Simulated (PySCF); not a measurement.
A TDDFT job was run through a driver script with this input:

```
{"job": {"kind": "uv", "xc": "CAM-B3LYP", "basis": "def2-SVPD", "nstates": 8, "ntriplets": 3}, "charge": 0, "multiplicity": 1}
Si     2.873002     0.160489     0.110017
C      1.048207    -0.038399    -0.099614
C     -0.144554    -0.161594    -0.239066
C     -1.552518    -0.324147    -0.367277
C     -2.463289     0.244934     0.662370
S     -2.358176    -1.549640     0.726654
H      3.149941     1.588541     0.285692
H      3.268081    -0.597670     1.297768
H      3.528557    -0.354532    -1.093419
H     -1.913921    -0.372087    -1.390725
H     -3.416917     0.643940     0.342401
H     -2.017215     0.759478     1.503892
```

Output:

```
coarse grid: 11312 points
cycle   1  E = -843.0814833883  dE =  8.012e-01  |g| = 3.726e-01  |ddm| = 1.256e+01
cycle   2  E = -843.0804051890  dE =  1.078e-03  |g| = 4.155e-01  |ddm| = 2.473e+00
cycle   3  E = -843.1225877380  dE = -4.218e-02  |g| = 9.776e-02  |ddm| = 1.309e+00
cycle   4  E = -843.1246826223  dE = -2.095e-03  |g| = 4.448e-02  |ddm| = 2.410e-01
cycle   5  E = -843.1251693394  dE = -4.867e-04  |g| = 1.028e-02  |ddm| = 9.902e-02
cycle   6  E = -843.1251955169  dE = -2.618e-05  |g| = 2.181e-03  |ddm| = 4.764e-02
cycle   7  E = -843.1251973195  dE = -1.803e-06  |g| = 7.084e-04  |ddm| = 9.279e-03
final grid: 100736 points
cycle   8  E = -843.2320644143  dE = -1.776e-05  |g| = 2.453e-03  |ddm| = 1.049e-01
cycle   9  E = -843.2320640518  dE =  3.625e-07  |g| = 2.794e-03  |ddm| = 1.446e-02
cycle  10  E = -843.2320660775  dE = -2.026e-06  |g| = 3.593e-04  |ddm| = 8.239e-03
cycle  11  E = -843.2320661013  dE = -2.380e-08  |g| = 2.310e-04  |ddm| = 9.961e-04
cycle  12  E = -843.2320661141  dE = -1.286e-08  |g| = 5.314e-05  |ddm| = 4.658e-04
cycle  13  E = -843.2320661150  dE = -8.461e-10  |g| = 9.557e-06  |ddm| = 1.857e-04
converged SCF energy = -843.2320661150

Static polarisability (au): isotropic 95.068, principal 72.402 80.015 132.786

Singlet excitations
state   eV       nm        f      main configurations
  1   4.4892    276.2   0.00601   H->L 0.86
  2   5.6076    221.1   0.01798   H-2->L 0.48, H-1->L 0.22
  3   5.8657    211.4   0.06003   H-2->L 0.33, H-1->L 0.24, H-2->L+1 0.11
  4   5.8872    210.6   0.03273   H->L+1 0.32, H-1->L+1 0.22, H-1->L 0.11
  5   6.0747    204.1   0.00935   H->L+3 0.64, H-1->L 0.10
  6   6.4421    192.5   0.02865   H->L+1 0.51, H-1->L+1 0.20, H->L+6 0.08
  7   6.9235    179.1   0.03166   H->L+5 0.35, H->L+6 0.12, H->L+4 0.10
  8   6.9539    178.3   0.00958   H->L+2 0.45, H->L+5 0.14

Triplet excitations (Tamm-Dancoff, eV): 3.9977 4.6163 5.1785
```

Computed with PySCF, TDDFT CAM-B3LYP/def2-SVPD, vertical, gas phase, core orbitals frozen in the response. Isolated species at its GFN2-xTB geometry, gas phase.

Q: What is the polarisability anisotropy, √(½[(α1 − α2)² + (α2 − α3)² + (α3 − α1)²])?

A: 56.96 au.

Q: What is the gap between the lowest singlet and the lowest triplet?

A: 4.4892 − 3.9977 = 0.4915 eV (full response against Tamm–Dancoff).

Q: What is the total energy of state 5 at this geometry?

A: -843.23207 + 0.22324 = -843.00883 hartree.

Q: How many basis functions and electrons does this run hold?

A: 179 basis functions for 60 electrons in 30 doubly occupied orbitals.

Q: Which orbital energies lie behind H and L?

A: HOMO -8.17 eV and LUMO 0.19 eV, a gap of 8.36 eV; state 1 differs from that by -3.87 eV.

Q: Which species is it?

A: `[SiH3]C#C[C@@H]1CS1` (C4H6SSi), point group C1.

The SCF starts on a coarse grid; the energy jumps when the final grid takes over, and dE counts afresh there. H and L stand for HOMO and LUMO.

Hardware: one thread, Arm Neoverse N1 (aarch64), shared host with 64 logical CPUs at a one-minute load of 60. Cost: 48 s, 0.76 GiB resident at most.
